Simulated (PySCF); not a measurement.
## Excited states of Mg²⁺ (magnesium, charge +2)

Ground state [Ne], ¹S. Computed with PySCF 2.14 in aug-cc-pVQZ, with no relativity, point nucleus. Vertical excitation energies in eV without spin-orbit coupling; excited terms of each kind are numbered among those the solver found. Frozen: 1s2.

| term | leading excitation | EOM-EE-CCSD |
| --- | --- | --- |
| 1 3P° | 2p → s | 52.794 |
| 1 1P° | 2p → s | 53.378 |
| 1 3S | 2p → p | 58.000 |
| 1 3D | 2p → p | 58.830 |
| 1 1D | 2p → p | 59.089 |
| 1 3P | 2p → p | 59.273 |
| 1 1P | 2p → p | 59.274 |
| 1 1S | 2p → p | 61.373 |
| 2 3P° | 2p → d | 65.878 |
| 1 3F° | 2p → d | 66.033 |
| 1 1F° | 2p → d | 66.069 |
| 2 1P° | 2p → d | 66.185 |
| 1 1D° | 2p → d | 66.261 |
| 1 3D° | 2p → d | 66.270 |
| 2 3S | 2p → p | 69.310 |
| 2 1D | 2p → p | 69.633 |

The solver can miss terms. Rydberg members are limited by the diffuse functions of the basis.
